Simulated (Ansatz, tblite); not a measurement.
Cost and result up the ladder for B9As9 (18 atoms). Charge 0, multiplicity 1. Geometry: PBE-D4/def2-SVP.

```
atom    x (Å)    y (Å)    z (Å)
 As1   1.8271  -0.0803  -2.2142
 As2   1.3379   1.1241   4.5782
 As3  -1.1122   2.8125   1.9123
 As4   2.3319   0.9009   0.8439
 As5  -0.2563  -3.9287  -2.8732
 As6   0.1736  -1.9333   0.3649
 As7  -2.8054   0.9431  -2.4528
 As8   0.0547  -1.5065  -3.3396
 As9  -1.4305   0.1831   1.9732
 B10   1.6081   0.7642   2.7117
 B11   1.5897  -0.6583  -0.3155
 B12  -0.0467  -0.4724  -1.2537
 B13   0.3775   1.2971   1.4561
 B14   0.0454   1.5025   3.1135
 B15  -0.9724   1.3482   0.3995
 B16  -1.3323  -0.2441  -2.4302
 B17  -1.3447   0.7840  -1.0977
 B18  -0.0455  -2.8361  -1.3765
```

Ansatz on 2 threads of AMD EPYC 7R13 on a shared host and a share (18 GiB) of an NVIDIA H100 80GB HBM3; xTB runs through tblite on one thread. Times are rough, summed over both states, and most runs start from the orbitals of an earlier one. PBE0-D4/def2-TZVP serves as the yardstick here, not as an exact answer. The other state is a doublet.

The xTB rows come from tblite. Single mean-field runs in def2-TZVP are fitted with def2-universal-jkfit.

Raw xTB energies of ions are shifted by several eV.

```
                     level  functions  wall time  vertical IE (eV)  difference from PBE0-D4/def2-TZVP (eV)
                  GFN1-xTB        117     0.24 s             10.96                                    4.00
                  GFN2-xTB        117     0.25 s              9.15                                    2.19
          PBE-D4/def2-TZVP        711       46 s              6.86                                   -0.10
         PBE0-D4/def2-TZVP        711       46 s              6.96                                    0.00
HF/def2-TZVP (with forces)        711       54 s              5.92                                   -1.04
```
